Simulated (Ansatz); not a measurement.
Species: F₄Sn, SMILES `[F][Sn]([F])([F])[F]` (charge 0, multiplicity 1).

Question: Give a relaxed geometry from B3LYP-D3(BJ)/def2-TZVP (Ansatz, an electronic-structure program).

Answer: the end point of this relaxation (outside a Z-matrix the atoms follow the SMILES, hydrogens last).
Z-matrix (Å, degrees):
```
Sn
F 1 1.8898
F 1 1.8898 2 109.47
F 1 1.8898 2 109.47 3 120.00
F 1 1.8898 2 109.47 3 -120.00
```
